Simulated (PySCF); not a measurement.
Nonlinear optical response: `FC1=CC=C(S)C=C1`, C₆H₅FS

Geometry:
```json
{"atom": "F1", "x (Å)": "-2.767", "y (Å)": "0.725", "z (Å)": "0.169"}
{"atom": "C2", "x (Å)": "-1.478", "y (Å)": "0.389", "z (Å)": "0.134"}
{"atom": "C3", "x (Å)": "-0.511", "y (Å)": "1.386", "z (Å)": "0.126"}
{"atom": "C4", "x (Å)": "0.835", "y (Å)": "1.032", "z (Å)": "0.088"}
{"atom": "C5", "x (Å)": "1.216", "y (Å)": "-0.314", "z (Å)": "0.058"}
{"atom": "S6", "x (Å)": "2.902", "y (Å)": "-0.843", "z (Å)": "0.007"}
{"atom": "C7", "x (Å)": "0.223", "y (Å)": "-1.302", "z (Å)": "0.068"}
{"atom": "C8", "x (Å)": "-1.123", "y (Å)": "-0.954", "z (Å)": "0.106"}
{"atom": "H9", "x (Å)": "-0.821", "y (Å)": "2.432", "z (Å)": "0.150"}
{"atom": "H10", "x (Å)": "1.592", "y (Å)": "1.820", "z (Å)": "0.081"}
{"atom": "H11", "x (Å)": "3.452", "y (Å)": "0.389", "z (Å)": "0.020"}
{"atom": "H12", "x (Å)": "0.504", "y (Å)": "-2.357", "z (Å)": "0.046"}
{"atom": "H13", "x (Å)": "-1.905", "y (Å)": "-1.716", "z (Å)": "0.114"}
```

Level of theory: quadratic response CAM-B3LYP/aug-cc-pVDZ first hyperpolarisability, Taylor convention, gas phase (PySCF 2.14.0). Geometry: PBE0-D3(BJ)/def2-SVP.

**Question.** What is the first hyperpolarisability, and how does it disperse?

**Answer.** In 10⁻³⁰ esu, Taylor convention; the vector part is βᵢ = ⅓ Σⱼ (βᵢⱼⱼ + βⱼᵢⱼ + βⱼⱼᵢ); β∥ is 3/5 of the vector part along the dipole, the dipole points from − to +:
```csv
process,λ (nm),β vector norm,β∥,β HRS,depolarisation ratio
"static β(0;0,0)",∞,0.96,-0.34,0.48,3.15
"second harmonic β(−2ω;ω,ω)",1907,0.92,-0.32,0.50,2.80
"Pockels β(−ω;ω,0)",1907,0.95,-0.33,–,–
"second harmonic β(−2ω;ω,ω)",1064,0.81,-0.27,0.54,2.13
"Pockels β(−ω;ω,0)",1064,0.92,-0.32,–,–
```

**Question.** Which lowest excitations, dipole and polarisabilities go with it?

**Answer.** S1 4.78 eV (f = 0.025); S2 4.97 eV (f = 0.002); S3 5.43 eV (f = 0.193); dipole 1.04 D; isotropic α 91.6 au static, 92.0 au at 1907 nm, 92.8 au at 1064 nm, 93.1 au at 953.5 nm, 97.0 au at 532 nm.
